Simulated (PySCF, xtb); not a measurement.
1-hydroxysilylpropan-2-one (C3H8O2Si), SMILES CC(=O)C[SiH2]O.

Geometry optimised at r2SCAN-D4/def2-SVP. Other conformers were not sampled.

Computed with IEF-PCM-PBE0/def2-SVP in PySCF 2.14.0.

The values are the electrostatic part of the solvation free energy, E(continuum) − E(gas) at the gas-phase geometry, in a cavity of scaled van der Waals radii (PySCF's table); cavitation and dispersion terms are not included. In vacuum the orbital gap is 6.81 eV. The dipole moment in vacuum is 3.68 D.

Computed values in water (ε = 78.36), N,N-dimethylformamide (ε = 37.22), dichloromethane (ε = 8.93):
```
solvent                    ε  ΔG(elec) (kcal/mol)  dipole (D)  gap (eV)
---------------------  -----  -------------------  ----------  --------
water                  78.36                 -6.0        4.71      6.91
N,N-dimethylformamide  37.22                 -5.8        4.69      6.91
dichloromethane         8.93                 -5.0        4.54      6.90
```

For comparison, GFN2-xTB/ALPB(water) (xtb, at the GFN2-xTB geometry, all terms of that model) gives -4.0 kcal/mol.
